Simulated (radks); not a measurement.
Spherical quantum dot in the effective-mass picture: electrons in a hard-walled sphere of radius 3.39, all in effective atomic units (hartree* = m*/eps^2 hartree, bohr* = eps/m* bohr), one dielectric constant everywhere. Calculated with a radial shooting solver with Libxc functionals: non-relativistic Kohn-Sham, LDA (Slater exchange, Perdew-Wang correlation), spin-polarised, spherical densities. Levels are named by radial order and angular momentum (1s, 1p, 1d, 2s, ...), and open shells are averaged over m.

N = 15, configuration 1s2 1p6 1d(up 5, down 2). This is the lowest configuration that the search found. Occupied and some empty levels:

level,occupation,eigenvalue (hartree*),<r> (bohr*)
1s up,1,6.1289,2.157
1s down,1,6.1775,2.148
1p up,3,6.3916,2.285
1p down,3,6.4432,2.282
1d up,5,6.8193,2.384
1d down,2,6.8724,2.383
1f up,0,7.3891,2.462
1f down,0,7.4429,2.462
2s up,0,7.5655,1.547
2s down,0,7.5905,1.547
2p up,0,8.3502,1.784
2p down,0,8.3824,1.782

Energy (hartree*): total 56.1570, kinetic 18.129, external 0, Hartree 44.486, exchange-correlation -6.4578.
